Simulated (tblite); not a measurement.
Compound: CH10NSSi3 (doublet state).
SMILES with atom numbers: `[CH3:1][S:2][SiH:3][N:4]([SiH3:5])[SiH3:6]` (hydrogens: H7, H8, H9 on C1; H10 on Si3; H11, H12, H13 on Si5; H14, H15, H16 on Si6)

The geometry is computed with GFN2-xTB (gas phase). This method treats the open shell by occupation alone, without spin polarisation.

(1) Give the optimised bond lengths and angles.

## Answers

(1) 
```json
{"bond": "C1–S2", "length (Å)": "1.822"}
{"bond": "S2–Si3", "length (Å)": "2.155"}
{"bond": "Si3–N4", "length (Å)": "1.733"}
{"bond": "N4–Si5", "length (Å)": "1.742"}
{"bond": "N4–Si6", "length (Å)": "1.752"}
{"bond": "C1–H7, C1–H8, C1–H9", "length (Å)": "1.085"}
{"bond": "Si3–H10", "length (Å)": "1.471"}
{"bond": "Si5–H11, Si5–H12, Si5–H13", "length (Å)": "1.461"}
{"bond": "Si6–H14, Si6–H15, Si6–H16", "length (Å)": "1.460"}
```

Bonds in one row agree within 0.01 Å and their mean is given. A selection of angles:
```json
{"angle": "S2–C1–H7", "degrees": "106.9"}
{"angle": "S2–C1–H8", "degrees": "109.6"}
{"angle": "H7–C1–H8", "degrees": "110.0"}
{"angle": "C1–S2–Si3", "degrees": "97.8"}
{"angle": "S2–Si3–N4", "degrees": "109.9"}
{"angle": "S2–Si3–H10", "degrees": "105.6"}
{"angle": "N4–Si3–H10", "degrees": "108.7"}
{"angle": "Si3–N4–Si5", "degrees": "117.4"}
{"angle": "Si3–N4–Si6", "degrees": "120.8"}
{"angle": "Si5–N4–Si6", "degrees": "121.8"}
{"angle": "N4–Si5–H11", "degrees": "109.5"}
{"angle": "N4–Si5–H12", "degrees": "105.4"}
{"angle": "H11–Si5–H12", "degrees": "110.7"}
{"angle": "N4–Si6–H14", "degrees": "106.2"}
{"angle": "N4–Si6–H15", "degrees": "107.7"}
{"angle": "H14–Si6–H15", "degrees": "111.6"}
```

Torsions: C1–S2–Si3–N4 -174° (antiperiplanar); S2–Si3–N4–Si5 -164° (antiperiplanar). The mirror-image conformer, all signs reversed, is as good.

Si6 (silicon bonded to N and 3 H) is tetrahedral (angles from 106.2° to 111.8°). N4 (nitrogen bonded to 3 Si) is planar (angles 121.8°, 120.8° and 117.4°, sum 360.0°, 0.02 Å off the plane of its three neighbours). S2 (sulfur bonded to C and Si) is bent (angle 97.8°). Si5 (silicon bonded to N and 3 H) is distorted tetrahedral (angles from 105.4° to 111.4°). Si3 (silicon bonded to N, S and H) is pyramidal (angles 109.9°, 108.7° and 105.6°, sum 324.2°, 0.62 Å off the plane of its three neighbours).

Point group: C1 (no symmetry element, even within 0.4 Å). Its GFN2-xTB frequencies are all real (lowest 21 cm⁻¹).

On Arm Neoverse V2, one thread, shared host with 96 logical CPUs at a one-minute load of 28, this took 1.4 s. This is the geometry optimisation.
